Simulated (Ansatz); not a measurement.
H3OSi, doublet, geometry from GFN2-xTB. Base run: CCSD(T)/6-31G* (Ansatz, a first-principles code).

Input for Ansatz:
Ansatz 0.2 input:
```yaml
crystal:
  periodic: [false, false, false]
  atoms:
    - {symbol: O, position_ang: [1.10385028, -0.07317263, -0.13629678]}
    - {symbol: Si, position_ang: [-0.40797618, 0.05780856, 0.04472453]}
    - {symbol: H, position_ang: [-1.06470779, 1.35524447, -0.10446649]}
    - {symbol: H, position_ang: [-0.88650509, -0.59908882, 1.32165800]}
    - {symbol: H, position_ang: [-1.16792280, -0.98009444, -0.75296067]}
basis:
  gaussian:
    orbitals: 6-31G*
magnetization: {spin_polarized: true, initial_magnetization: 1}
correlation: {method: ccsd_t}
```

Variants of this job, named by their change:

```csv
change,ΔE vs base (mEh),MP2 correlation (Eh),CC correlation without the perturbative part (Eh),basis functions
base,0.000,-0.21366,-0.24899,40
method = bccd_t,-0.142,-0.21366,-0.24795,40
reference functional = pbe0,1.946,-,-0.27226,40
method = bccd,[?],-0.21366,-0.24795,40
electrons = all,-13.128,-0.22687,-0.26179,40
method = ccsd,[?],-0.21366,-0.24899,40
"fitting = cc-pVTZ-JKFIT (mean field), cc-pVTZ-RIFIT (correlation)",0.083,-0.21363,-0.24898,40
lower_state_search = off,0.000,-0.21366,-0.24899,40
method = rpa,[?],-,-,40
diis_vectors = 2,0.000,-0.21366,-0.24899,40
```

**Question.** Complete the blanks.

**Answer.** 
- method = bccd, ΔE vs base (mEh): 6.326
- method = ccsd, ΔE vs base (mEh): 5.283
- method = rpa, ΔE vs base (mEh): -11.235
